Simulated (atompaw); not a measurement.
# Logarithmic derivatives: potassium, PAW (atompaw)

| Property | Result |
| --- | --- |
| Element | potassium |
| Generator | atompaw 4.2.0.5 |
| Type | PAW |
| Functional | PBE |
| Relativity | scalar-relativistic |
| Frozen core | [Ne] |
| Valence charge | 9 |
| Reference configuration | 3s2 3p6 3d0 4s0 4p0 (charge +1) |
| Partial waves | 3s (bound): rc 1.35 bohr; 4s (bound, empty): rc 2.60 bohr; 3p (bound): rc 1.95 bohr; 4p (bound, empty): rc 2.75 bohr; 3d (bound, empty): rc 2.75 bohr; 3d channel at 4.7 Ry: rc 2.75 bohr |
| Local potential | troulliermartins scheme with l = 3 at 0 Ry, radius 2.30 bohr |
| Core correction | smooth core density matched at 1.65 bohr |
| Augmentation charge | gaussian compensation charge, radius 2.75 bohr; PAW radius 2.75 bohr; waves and projectors: custom polynom vanderbiltortho |

The phase is arctan(r·u′/u) with u = r·R(r), unwrapped; energies in Ry, scanned from -5 to 5 Ry. A pole is an energy at which the radial function vanishes at the test radius. The pseudo phase is shifted by a multiple of π to meet the all-electron one at the reference energy, and phase errors are pseudo minus all-electron; the curves can meet again beyond the range given. Levels narrower than the energy grid can be missing from the lists of poles.

```json
{"channel": "s", "radius (bohr)": "2.75", "reference energy (Ry)": "-0.46", "poles, all-electron": "-2.96, 2.75", "poles, pseudo": "-2.96, 2.30", "unbroken range about the reference energy with phases within 0.05 rad": "below 2.4", "phase error 1 Ry above the reference energy (rad)": "-0.020"}
{"channel": "p", "radius (bohr)": "2.75", "reference energy (Ry)": "-0.28", "poles, all-electron": "-1.66, 3.56", "poles, pseudo": "-1.66, -0.10", "unbroken range about the reference energy with phases within 0.05 rad": "below -0.1", "phase error 1 Ry above the reference energy (rad)": "-2.708"}
{"channel": "d", "radius (bohr)": "2.75", "reference energy (Ry)": "-0.28", "poles, all-electron": "0.33, 4.61", "poles, pseudo": "0.38, 4.61", "unbroken range about the reference energy with phases within 0.05 rad": "below 0.8", "phase error 1 Ry above the reference energy (rad)": "+0.044"}
```

Note: ghost state, extra bound levels that the all-electron valence spectrum of the same l lacks: p at -1.41 eV. A true bound ghost makes a file unfit for plane-wave use.

Phases in the s channel:

```csv
E (Ry),all-electron,pseudo
-5.00,1.380,1.379
-4.76,1.372,1.372
-4.52,1.363,1.363
-4.28,1.352,1.351
-4.04,1.337,1.337
-3.80,1.317,1.316
-3.56,1.281,1.280
-3.32,1.179,1.177
-3.08,-1.012,-1.013
-2.84,-1.682,-1.683
-2.60,-1.756,-1.756
-2.36,-1.793,-1.794
-2.12,-1.824,-1.825
-1.88,-1.854,-1.854
-1.64,-1.887,-1.888
-1.40,-1.927,-1.927
-1.16,-1.978,-1.978
-0.92,-2.047,-2.047
-0.68,-2.148,-2.148
-0.44,-2.307,-2.307
-0.20,-2.577,-2.578
0.04,-3.031,-3.038
0.28,-3.588,-3.605
0.52,-4.001,-4.021
0.76,-4.241,-4.262
1.00,-4.384,-4.406
1.24,-4.477,-4.500
1.48,-4.541,-4.567
1.72,-4.589,-4.619
1.96,-4.627,-4.661
2.20,-4.658,-4.698
2.44,-4.684,-4.733
2.68,-4.707,-4.769
2.92,-4.727,-4.810
3.16,-4.747,-4.860
3.40,-4.766,-4.932
3.64,-4.784,-5.056
3.88,-4.804,-5.346
4.12,-4.824,-6.239
4.36,-4.847,-7.183
4.60,-4.872,-7.490
4.84,-4.903,-7.617
```
